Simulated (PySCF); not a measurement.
# C$_{3}$H$_{8}$AsBO

Geometry (Å), atoms numbered from 1 in this order:
```xyz
14

O    -0.712   -0.263    1.917
C    -1.304    0.156    0.959
C    -0.694    0.365   -0.389
B    -1.107   -0.929   -1.203
As    1.754   -0.749    0.798
C     0.809    0.621   -0.301
H    -2.384    0.387    1.020
H    -1.213    1.219   -0.844
H    -2.238   -1.197   -1.323
H    -0.278   -1.601   -1.677
H     2.025    0.135    1.974
H     3.116   -0.355    0.245
H     0.994    1.617    0.112
H     1.232    0.595   -1.309
```

Method: TDDFT CAM-B3LYP/def2-SVPD circular dichroism and optical rotation, one conformer, gas phase (PySCF). Geometry: GFN2-xTB.

The bonding changed while the geometry was optimised; results refer to the coordinates, not to the name. The molecule is flexible and this is one conformer; a measurement averages over conformers. The calculation is non-relativistic, which matters for the atoms heavier than Zn.

(1) Draw the ECD and absorption spectra from the lowest 8 states, each a Gaussian of half-width 0.3 eV at 1/e height.

Results:

(1) 
```tsv
E (eV)	λ (nm)	Δε (L mol⁻¹ cm⁻¹)	ε (L mol⁻¹ cm⁻¹)
3.58	347	+1.20	22.7
3.73	333	+4.94	93.8
3.88	320	+12.30	236
4.03	308	+18.22	373
4.18	297	+14.29	427
4.33	287	-0.44	525
4.48	277	-17.56	770
4.63	268	-25.44	902
4.78	260	-19.66	686
4.93	252	-8.36	363
5.08	244	+0.42	277
5.23	237	+6.21	441
5.38	231	+8.60	588
5.53	224	+5.68	523
5.68	218	-0.22	417
5.83	213	-3.08	537
5.98	207	+2.03	886
6.13	202	+14.60	1380
6.28	198	+24.70	1980
```
Δε uses R in velocity form, ε uses f in length form. Only the states computed contribute, so the short-wavelength end is incomplete.
